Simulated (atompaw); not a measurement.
**Building the PAW (atompaw) potential for B (Z = 5) (PBE, non-relativistic).**

```json
{
 "Element": "B (Z = 5)",
 "Generator": "atompaw 4.2.0.5",
 "Type": "PAW",
 "Functional": "PBE",
 "Relativity": "non-relativistic",
 "Frozen core": "[He]",
 "Valence charge": "3",
 "Reference configuration": "2s1.75 2p1.25",
 "Partial waves": "2s (bound); 2s channel at 1.2 Ry; 2p (bound); 2p channel at 1.85 Ry",
 "Local potential": "ultrasoft scheme with l = 2 at 0 Ry, radius 1.80 bohr",
 "Core correction": "smooth core density matched at 1.75 bohr",
 "Augmentation charge": "sinc compensation charge, radius 2.45 bohr; PAW radius 2.50 bohr; waves and projectors: bloechl"
}
```

* Cutoffs needed: 12 Ry and 18 Ry (the cutoffs (Ry, on a coarse ladder) from which the occupation-weighted sum of valence levels, in a spherical-Bessel basis at the reference potential, stays within 10 and 1 mRy of its value at 400 Ry)
* Ghost test: no extra level below or beside the all-electron valence levels (s, p, d, f tested) (spherical-Bessel basis up to 400 Ry, 20 bohr box)
* Lowest eigenvalue of the overlap operator: 0.59 (s channel)
* Overlap eigenvalues printed by atompaw (projector basis): 0.187, 0.71, 1.04, 5.05
* Share of each valence orbital outside the PAW sphere: 2s 23 %, 2p 35 %
